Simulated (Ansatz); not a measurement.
Ansatz (a quantum-chemistry and plane-wave program) input:

Ansatz 0.2 input:
```yaml
crystal:
  periodic: [false, false, false]
  atoms:
    - {symbol: Cl, position_ang: [-1.87409000, -0.78446997, 1.20796157]}
    - {symbol: Si, position_ang: [-1.48001707, -0.27056961, -0.73006744]}
    - {symbol: Cl, position_ang: [-2.07368942, 1.65666715, -1.05315411]}
    - {symbol: O, position_ang: [0.11408525, -0.39856603, -1.01701754]}
    - {symbol: Si, position_ang: [1.60893018, -0.17979874, -0.41913363]}
    - {symbol: Cl, position_ang: [1.66039707, 1.53102343, 0.69701252]}
    - {symbol: Cl, position_ang: [2.10664348, -1.77179484, 0.75938378]}
    - {symbol: H, position_ang: [-2.19935386, -1.16315299, -1.63663459]}
    - {symbol: H, position_ang: [2.55444885, -0.07739999, -1.52887389]}
basis:
  gaussian:
    orbitals: def2-TZVPD
hamiltonian:
  xc: {name: BHLYP}
magnetization: {spin_polarized: true, initial_magnetization: 2}
```

Problem. What final total energy does it print?

Solution. -2496.32107 Eh (BHLYP/def2-TZVPD). The basis has 328 functions.

This state (charge 0, triplet) is run at the relaxed geometry of the species with charge 0 and multiplicity 1, and is a spin state other than that species' own.
